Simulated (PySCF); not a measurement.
Computed shifts of a molecule C₂H₇ClOSi, PBE/pcSseg-1 run with PySCF, GIAO, gas phase, equivalent atoms averaged, in ppm (number of nuclei): ²⁹Si: 11.4 (1). ¹³C: 57.1 (1), 4.7 (1). ¹H: 5.90 (1), 4.10 (3), 0.75 (3). References: ²⁹Si against TMS (σ = 335.4 ppm); ¹³C against TMS (σ = 182.0 ppm); ³⁵Cl against HCl (σ = 936.5 ppm); ¹⁷O against H2O (σ = 334.3 ppm); ¹H against TMS (σ = 31.49 ppm), references at their B3LYP-D3(BJ)/def2-TZVP geometries, non-relativistic (without spin–orbit terms, shifts of atoms bonded to Cl or Br come out too high). The structure is a stationary point at B3LYP-D3(BJ)/def2-SVP. The values are those of a single conformer.

### Question
Which structure fits?
A) O[SiH2]CCCl
B) CO[SiH](C)Cl
C) COC[SiH2]Cl
D) CCO[SiH2]Cl

### Answer
B, CO[SiH](C)Cl
